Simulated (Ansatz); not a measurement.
Reaction (ligand exchange at the Si–C bond): `[SiH3]C=C([SiH3])[SiH3]` + `CC(=N)O` → `C/C(O)=N\[SiH3]` + `[SiH3]/C=C/[SiH3]`

Isolated molecules relaxed with PBE0-D4/def2-TZVP in Ansatz; ΔE leaves out vibrations. CCSD(T)/CBS is the MP2 limit (def2-TZVPP, def2-QZVPP) plus CCSD(T) − MP2 in def2-TZVPP, frozen cores. This one scheme is used for every species. Double bonds are as drawn, so ΔE can hold a change between cis and trans. DFT in def2-TZVPP. B3LYP here is the variant with VWN-RPA as its local correlation; programs differ in this. Each species was taken in one conformer, which may not be the lowest.

`[SiH3]C=C([SiH3])[SiH3]`:

Cartesian coordinates in Å:
```
Si 2.393 -0.454 0.007
C 0.852 0.558 -0.371
C -0.429 0.257 -0.093
Si -1.768 1.466 -0.591
Si -0.931 -1.322 0.774
H 2.557 -0.669 1.469
H 2.354 -1.777 -0.670
H 3.566 0.306 -0.498
H 1.053 1.505 -0.881
H -2.530 1.922 0.603
H -2.736 0.819 -1.518
H -1.140 2.637 -1.261
H -1.647 -0.997 2.036
H 0.262 -2.152 1.087
H -1.856 -2.100 -0.093
```

`CC(=N)O`:

Cartesian coordinates in Å:
```
C -0.422 0.835 0.460
C 0.137 -0.361 -0.238
N 1.182 -1.021 0.022
O -0.635 -0.726 -1.278
H -0.498 1.670 -0.239
H -1.431 0.618 0.816
H 0.203 1.125 1.302
H 1.669 -0.641 0.826
H -0.205 -1.499 -1.670
```

`C/C(O)=N\[SiH3]`:

```xyz
12

C     0.995    0.281    1.194
C     0.873   -0.019   -0.265
O     2.091   -0.086   -0.835
N    -0.160   -0.201   -0.961
Si   -1.831   -0.190   -0.577
H     1.521    1.229    1.329
H     0.019    0.335    1.669
H     1.597   -0.492    1.678
H     1.936   -0.281   -1.770
H    -2.498    0.850   -1.402
H    -2.140    0.091    0.859
H    -2.404   -1.516   -0.920
```

`[SiH3]/C=C/[SiH3]`:

Cartesian coordinates in Å:
```
Si 2.144 0.384 0.746
C 0.319 0.454 0.373
C -0.320 -0.454 -0.372
Si -2.144 -0.383 -0.746
H 2.377 0.312 2.214
H 2.722 -0.820 0.092
H 2.830 1.603 0.239
H -0.258 1.282 0.786
H 0.258 -1.283 -0.785
H -2.830 -1.606 -0.246
H -2.723 0.816 -0.087
H -2.376 -0.305 -2.214
```

**Question.** Is it downhill or uphill in electronic energy at CCSD(T)/CBS, and by how much? (An estimate is asked.)

**Answer.** Computed: Downhill: ΔE = -12.2 kcal/mol.

**Question.** What do these levels give: r2SCAN-D4, B3LYP-D4, CCSD(T)/def2-TZVPP, MP2/def2-QZVPP, SCS-MP2/def2-QZVPP, CCSD/CBS(def2)? (An estimate is asked.)

**Answer.** Ansatz gave: r2SCAN-D4 -12.8, B3LYP-D4 -13.0, CCSD(T)/def2-TZVPP -12.0, MP2/def2-QZVPP -12.8, SCS-MP2/def2-QZVPP -13.3, CCSD/CBS(def2) -12.8 kcal/mol.

Largest T1 diagnostic among the species: 0.013.

In def2-TZVPP, CCSD(T) changes the Hartree–Fock value by +5.0 kcal/mol (the triples alone add +0.7 kcal/mol) and MP2 by +4.4 kcal/mol. The D4 term adds +1.9 kcal/mol with B3LYP and +1.0 kcal/mol with PBE0; it sums over pairs of atoms, weighted by their polarisabilities, and B3LYP, whose exchange is more repulsive, gets the larger term.
